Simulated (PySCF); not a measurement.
Al(Br)(OH)(NH2), H3AlBrNO, SMILES [Br][Al]([NH2])[OH], CAM-B3LYP/def2-SVP optimised geometry.

```
7

Al    -0.28    -0.17     0.00
Br    -1.39     1.80     0.00
O     -1.10    -1.64     0.00
H     -2.05    -1.80    -0.01
N      1.47    -0.17     0.00
H      2.04    -1.01     0.00
H      2.05     0.66     0.00
```

Density from PySCF with CAM-B3LYP/def2-TZVP at that geometry.

Minimum of the electron density along straight lines between bonded atoms, close to the bond critical point (lines longer than 1.1 times the sum of covalent radii, or with two minima, are not listed):

```csv
bond,length / Å,ρ at the minimum / e bohr⁻³,∇²ρ there / e bohr⁻⁵,position (fraction from the first atom)
Al1–Br2,2.254,0.066,0.19,0.37
Al1–O3,1.687,0.112,?,0.43
O3–H4,0.959,?,?,0.81
Al1–N5,1.752,0.109,0.61,0.42
N5–H6,1.014,0.330,-1.59,0.74
N5–H7,1.013,0.331,-1.61,0.74
```

**Question.** What belongs in the gaps?

**Answer.** 
- Al1–O3, ∇²ρ there / e bohr⁻⁵: 0.82
- O3–H4, ρ at the minimum / e bohr⁻³: 0.355
- O3–H4, ∇²ρ there / e bohr⁻⁵: -2.43
